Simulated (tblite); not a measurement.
Run record: tight-binding relaxation, `CCC(CC)[AsH2+][GaH3-]`.

Computed with GFN2-xTB geometry optimisation, gas phase (tblite 0.8.0). Start geometry: from a force field or distance geometry. The input is one job of a driver script: a line of settings, then coordinates in Å.

Command:
```bash
OMP_NUM_THREADS=1 python probes_run.py task.json out
```

Input:
```
{"job": {"kind": "relax", "xc": "GFN2-xTB", "basis": "xTB"}, "charge": 0, "multiplicity": 1}
C     -2.488500    -1.214700     0.440900
C     -0.996200    -1.295200     0.179700
C     -0.424900    -0.081800    -0.565300
C     -0.427800     1.197100     0.305600
C      0.074800     2.427500    -0.417500
As     1.379100    -0.520900    -1.254100
Ga     2.718300    -0.685600     0.802600
H     -2.723800    -0.413900     1.185500
H     -3.035700    -1.012300    -0.504200
H     -2.862000    -2.179000     0.858200
H     -0.466100    -1.426200     1.157400
H     -0.810600    -2.217700    -0.412100
H     -1.076300     0.108400    -1.451100
H     -1.457200     1.407500     0.649000
H      0.190000     1.035700     1.222500
H     -0.122300     3.332600     0.204500
H     -0.448600     2.548600    -1.393300
H      1.168800     2.361400    -0.596300
H      1.665300     0.682800    -2.207000
H      1.102800    -1.871800    -1.974800
H      2.817700     0.769900     1.498800
H      2.017100    -1.718600     1.825600
H      4.201500    -1.206800     0.455400
```

Output:
```
step      E/eV     max force
  0    -608.98465    1.568
  1    -609.13998    1.333
  2    -609.32122    0.911
  3    -609.44280    0.770
  4    -609.55165    0.515
  5    -609.59633    0.496
  6    -609.62467    0.369
  7    -609.63787    0.251
  8    -609.64608    0.168
  9    -609.65033    0.118
... (106 lines left out)
116    -609.68514    0.034
117    -609.68530    0.027
118    -609.68541    0.031
119    -609.68549    0.025
120    -609.68554    0.015
121    -609.68558    0.014
122    -609.68562    0.019
123    -609.68568    0.017
124    -609.68572    0.016
125    -609.68575    0.009
```

«max force» is the largest atomic force in eV/Å.

Question: From which step on does the largest force stay under 0.1 eV/Å, and how much energy is left to gain from there?

Answer: From step 21 (0.069 eV/Å), 20.3 meV above the end.

Main results: energy lowered by 16.2 kcal/mol over 125 steps; largest atomic force 0.009 eV/Å at the end.

Question: Estimate the wall time. Hardware: one thread of an Arm Neoverse N1, no GPU, shared host.

Answer: About 1.9 s.
Labels such as C1 count atoms from 1, the log's own numbers from 0.
